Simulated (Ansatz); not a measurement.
Reaction (atomization): `[SH][In]([Br])[Br]` → 2 Br• + H• + In• + S•

Program: Ansatz. Geometries: PBE0-D4/def2-TZVP. ΔE: electronic, gas phase. CCSD(T)/CBS is the MP2 limit (def2-TZVPP, def2-QZVPP) plus CCSD(T) − MP2 in def2-TZVPP, frozen cores. This one scheme is used for every species, atoms too. Functionals use def2-TZVPP. Open shells (•) are unrestricted, without spin–orbit coupling. Spin–orbit coupling would lower the free atoms: a little for S; clearly for Br; strongly for In. def2 core potentials past Kr. For Br, In outer-core shells are correlated without core-valence functions, so the limit isn't a true one: a few kJ/mol of doubt a bond, and 10 to 20 or more in all where bonds break to atoms. Scalar relativity is left out up to krypton. One conformer a species, not always the lowest.

```
             species  LC-ωPBE energy (Eh)
`[SH][In]([Br])[Br]`          -5736.60639
                 Br•          -2573.75790
                  H•             -0.50601
                 In•           -190.13011
                  S•           -397.99904
```

Q: Work out ΔE.

A: ΔE = 2 × (-2573.75790) + (-0.50601) + (-190.13011) + (-397.99904) − (-5736.60639) = 0.45543 Eh = +1195.7 kJ/mol. CCSD(T)/CBS gives +1250.9 kJ/mol.

Largest T1 diagnostic among the species: 0.015.

Leaving LDA and LC-ωPBE aside and taking each functional with its dispersion term where it has one, the values, not all of them listed here, spread over 75.8 kJ/mol, from BHLYP-D4 to r2SCAN-D4. LDA lies +202.7 kJ/mol from PBE without D4, its usual overbinding. From PBE to PBE0 (25 % exact exchange), in def2-TZVPP and without D4, ΔE moves by −10.0 kJ/mol: exact exchange takes away binding that semilocal exchange gives to molecules.

For atomizations the MP2-based limit and the directly extrapolated one differ by several kJ/mol either way, and by 10 to 25 for some Ge, Se and Sn compounds, so smaller differences from it don't rank the levels.
